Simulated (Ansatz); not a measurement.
Isolated molecules relaxed with PBE0-D4/def2-TZVP in Ansatz; ΔE leaves out vibrations. CCSD(T)/CBS adds triple-zeta CCSD(T) − MP2 to the extrapolated MP2 energy (def2 sets, frozen cores). This one scheme is used for every species. Double bonds are as drawn, so ΔE can hold a change between cis and trans. Functionals use def2-TZVPP. One conformer a species, not always the lowest.

`C/C([SiH3])=C\N` + H–F → `C/C(F)=C/N` + SiH₄  (substitution at a C–Si bond)

`C/C([SiH3])=C\N`:

```xyz
14

C    -1.125    0.672    0.723
C    -0.084    0.052   -0.170
Si   -0.153    0.274   -1.996
C     0.906   -0.688    0.360
N     1.050   -0.994    1.689
H    -0.674    1.297    1.505
H    -1.813    1.315    0.170
H    -1.734   -0.089    1.227
H    -0.107    1.716   -2.380
H    -1.415   -0.265   -2.584
H     1.001   -0.426   -2.625
H     1.657   -1.144   -0.278
H     1.959   -1.279    2.006
H     0.532   -0.442    2.353
```

H–F:

```xyz
2

F    -0.372    0.266   -0.055
H     0.372   -0.266    0.055
```

`C/C(F)=C/N`:

```xyz
11

C    -1.111   -1.100   -0.732
C    -0.333   -0.245    0.186
F    -0.796   -0.264    1.466
C     0.738    0.498   -0.075
N     1.480    1.194    0.872
H    -0.704   -1.033   -1.742
H    -2.161   -0.793   -0.761
H    -1.083   -2.148   -0.418
H     1.117    0.514   -1.089
H     1.851    2.070    0.541
H     1.001    1.307    1.753
```

SiH₄:

Z-matrix (Å, degrees):
```
Si
H 1 1.485
H 1 1.485 2 109.5
H 1 1.485 2 109.5 3 -120.0
H 1 1.485 2 109.5 3 120.0
```

| level | ΔE (kcal/mol) | difference from CCSD(T)/CBS |
| --- | --- | --- |
| PBE-D4 | 16.0 | -3.0 |
| PBE0-D4 | 17.0 | -2.0 |
| PBE0 | 15.4 | -3.6 |
| HF/def2-TZVPP | 11.4 | -7.6 |
| MP2/def2-TZVPP | 21.5 | 2.5 |
| SCS-MP2/def2-TZVPP | 18.3 | -0.7 |
| CCSD/def2-TZVPP | 16.7 | -2.3 |
| CCSD(T)/def2-TZVPP | 17.5 | -1.5 |
| MP2/CBS(def2) | 22.9 | 3.9 |
| CCSD/CBS(def2) | 18.2 | -0.8 |
| CCSD(T)/CBS | 19.0 | 0 |

Largest T1 diagnostic among the species: 0.012.

In def2-TZVPP, CCSD(T) changes the Hartree–Fock value by +6.2 kcal/mol (the triples alone add +0.8 kcal/mol) and MP2 by +10.1 kcal/mol. From PBE to PBE0 (25 % exact exchange), in def2-TZVPP and without D4, ΔE moves by +1.3 kcal/mol.
